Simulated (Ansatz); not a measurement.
Ansatz results at the PBE0-D4/def2-TZVP geometry: HOMO–LUMO gap (ωB97M-V/def2-TZVPP) 8.41 eV; size of the dipole moment (PBE/def2-TZVPP) 2.05 D; HOMO energy (B3LYP/def2-TZVPP) -5.91 eV.

Each molecule was computed in one conformer, which needn't be the lowest.

Q: Which molecule gave them?
A. `F[SiH2][GeH2][SiH3]`
B. `CS[S][SnH3]`
C. `OC(O)[SiH2][SiH3]`
D. `C=[N][In]([NH2])[SiH2]CF`

A: D. The others give `OC(O)[SiH2][SiH3]`: 11.82, 0.73, -7.62; `F[SiH2][GeH2][SiH3]`: 11.04, 1.07, -7.78; `CS[S][SnH3]`: 9.52, 1.78, -6.32.

B3LYP here is the variant with VWN-RPA as its local correlation; programs differ in this.
